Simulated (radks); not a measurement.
Values are calculated unless marked as measured or tabulated.
Q: Species: Os XV. Configuration: [Kr] 4d10 4f13 5s2 5p1 (not the ground configuration). Level of theory: scalar-relativistic Kohn-Sham, r2SCAN, spin-polarised, spherical densities, finite nucleus; open shells are filled with parallel spins first (spin-orbit coupling, left out, can overturn this in heavy ions); meta-GGA in the generalised Kohn-Sham scheme; Fermi nuclear charge, rms radius 5.4126 fm (a radial shooting solver on a logarithmic mesh with Libxc functionals). Some entries of the table are withheld. Estimate them.

orbital  occ.  eigenvalue (eV)  <r> (bohr)
1s up       1        -74234.21     0.01774
1s down     1        -74233.95     0.01774
2s up       1        -13193.77     0.07488
2s down     1        -13193.71     0.07488
2p up       3        -11524.82     0.06727
2p down     3        -11524.65     0.06727
3s up       1        -3299.079      0.1936
3s down     1        -3298.050      0.1936
3p up       3        -2806.644      0.1943
3p down     3        -2805.567      0.1943
3d up       5        -2255.421      0.1762
3d down     5        -2254.559      0.1761
4s up       1        -922.4784      0.4302
4s down     1        -920.5801      0.4303
4p up       3        -759.4411      0.4563
4p down     3        -757.5991      0.4564
4d up       5        -555.8119      0.4825
4d down     5        -553.9177      0.4823
5s up       1        -344.4879         (1)
5s down     1        -340.8798         (2)
4f up       7        -328.4432      0.5186
4f down     6        -326.3471      0.5180
5p up       1              (3)      0.9971
5p down     0              (4)      0.9985

A: 
(1) 5s up <r> (bohr): 0.9142
(2) 5s down <r> (bohr): 0.9133
(3) 5p up eigenvalue (eV): -293.9393
(4) 5p down eigenvalue (eV): -290.4353
